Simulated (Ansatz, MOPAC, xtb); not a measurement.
Torsion H4–S1–Ge2–Br3 in BrGeHS (SMILES [SH][Ge][Br]); at each angle all else is relaxed with GFN2-xTB, and the levels are single points there.
Geometry at 180° (charge 0, multiplicity 1):
```xyz
4

S     -1.31016     0.47795     0.50197
Ge     0.72565     0.89273    -0.37586
Br     1.26105     2.79791     0.88324
H     -1.52238    -0.59203    -0.25827
```

On the grid 0° to 330°, 270° is the highest and 180° the lowest point at MP2/CBS(def2-TZVPP, def2-QZVPP) + ΔCCSD(T)/def2-TZVPP.

The state that PM3 reach isn't checked.

Programs: Ansatz (a quantum-chemistry and plane-wave program) with Gaussian orbitals; MOPAC for PM3 (differences of heats of formation); xtb for the GFN methods. 

Predict the energy at 270° less that at 180° from SVWN5/def2-TZVPP.

48 kJ/mol

What energy at 270° less that at 180° does PM3 give?

130 kJ/mol

Estimate the energy at 270° less that at 180° that GFN1-xTB returns for this input.

35 kJ/mol
